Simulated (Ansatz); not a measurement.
```yaml
crystal:
  periodic: [false, false, false]
  atoms:
    - {symbol: C, position_ang: [-1.216932, -0.359124, 0.029331]}
    - {symbol: C, position_ang: [0.294879, -0.456013, -0.137716]}
    - {symbol: B, position_ang: [1.079756, 0.863492, 0.112509]}
    - {symbol: F, position_ang: [0.480865, 1.985366, 0.453720]}
    - {symbol: Br, position_ang: [2.998484, 0.941301, -0.060446]}
    - {symbol: H, position_ang: [-1.647660, 0.369485, -0.660528]}
    - {symbol: H, position_ang: [-1.486489, -0.045452, 1.039890]}
    - {symbol: H, position_ang: [-1.698057, -1.320671, -0.159777]}
    - {symbol: H, position_ang: [0.560156, -0.810356, -1.141870]}
    - {symbol: H, position_ang: [0.717998, -1.219229, 0.527889]}
basis:
  gaussian: {orbitals: def2-TZVP, point_charges: [{charge: 1.00, position_ang: [7.431, 0.897, -0.942]}]}
magnetization: {spin_polarized: true, initial_magnetization: 0}
hamiltonian: {xc: {name: M06-2X}}
scf: {lower_state_search: full}
```

```sh
$ ansatz run in.yaml --threads 4 --pin off --events-out ev --progress --plain --max-ram 10444MiB
```

It prints (some lines left out):

```
Error: YAML parse error: error: line 17 column 19: hamiltonian.xc: no functional is named "M06-2X"; the names, which are not case-sensitive, are SVWN5, SPW92, PBE, PBE0, PBEsol, revPBE, revPBE0, RPBE, rPW86-PBE, HSE06, wPBEh, LC-wPBE, HISS, HF, BLYP, B3LYP, B3LYP5, BHLYP, CAM-B3LYP, r2SCAN, r2SCANh, r2SCAN0, r2SCAN50, m-r2SCAN, B97, wB97, wB97X, wB97X-V, B97M-V, wB97M-V, B2PLYP, B2GP-PLYP, PBE0-DH, PBE-QIDH
15 |   gaussian: {orbitals: def2-TZVP, point_charges: [{charge: 1.00, position_ang: [7.4…
16 | magnetization: {spin_polarized: true, initial_magnetization: 0}
17 | hamiltonian: {xc: {name: M06-2X}}
18 | scf: {lower_state_search: full}
```

(1) Something in this input is off. What?

Results:

(1) The method's name isn't one that the program takes here. The program refused the input.

HSE06 is defined as in plane-wave codes.
